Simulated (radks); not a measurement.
The numbers below are computed, except where a source is named.
All-electron atom: Xe in [Xe]. Code: a radial shooting solver on a logarithmic mesh with Libxc functionals. Model: scalar-relativistic Kohn-Sham, Wu-Cohen GGA, spin-polarised, spherical densities, finite nucleus; Fermi nuclear charge, rms radius 4.7859 fm.

Local quantities along the radius. ELF = 1/(1 + alpha^2) is the electron localisation function; alpha = (tau - tau_W)/tau_unif compares the Pauli kinetic energy density with that of the uniform gas (summed over spins); 4 pi r^2 rho is in e/bohr; r v_xc is r times the local exchange-correlation potential of spin up (hartree bohr). tau is taken from the large components.

r (bohr),ELF,alpha,4 pi r^2 rho,r v_xc
0.00107,0.999,0.02358,2.356,-0.09701
0.001427,0.999,0.02383,3.849,-0.1120
0.001888,0.999,0.02475,6.126,-0.1312
0.002518,0.999,0.02661,9.714,-0.1568
0.003359,0.999,0.02985,15.06,-0.1893
0.00448,0.999,0.03526,22.64,-0.2294
0.005975,0.998,0.04445,32.70,-0.2769
0.007905,0.996,0.06024,44.44,-0.3293
0.01054,0.992,0.09116,56.90,-0.3865
0.01406,0.976,0.1565,66.71,-0.4421
0.01876,0.913,0.3086,70.38,-0.4894
0.02482,0.701,0.6536,67.15,-0.5237
0.0331,0.389,1.253,61.84,-0.5519
0.04415,0.340,1.395,64.39,-0.5964
0.05888,0.571,0.8677,78.66,-0.7257
0.07853,0.747,0.5824,91.03,-0.8518
0.1039,0.656,0.7237,83.98,-0.8970
0.1386,0.354,1.351,67.26,-0.8898
0.1848,0.447,1.113,69.35,-1.005
0.2465,0.737,0.5970,76.78,-1.190
0.3262,0.677,0.6909,55.31,-1.151
0.4351,0.209,1.945,28.25,-0.9718
0.5803,0.520,0.9601,28.02,-1.135
0.774,0.766,0.5527,27.68,-1.271
1.032,0.507,0.9854,15.12,-1.127
1.366,0.266,1.660,7.393,-0.9746
1.822,0.634,0.7590,5.316,-1.016
2.43,0.809,0.4863,3.317,-0.9861
3.241,0.654,0.7272,1.265,-0.8162
4.288,0.259,1.691,0.2845,-0.4807
5.719,0.029,5.750,0.03421,-0.3884
7.628,0.001,32.87,0.001835,-0.1804

On this mesh the ELF has minima near r = 0.038, 0.16, 0.44, 1.4 bohr, which separate the shells, and maxima near 0.079 (0.75), 0.28 (0.76), 0.77 (0.77), 2.4 (0.81).
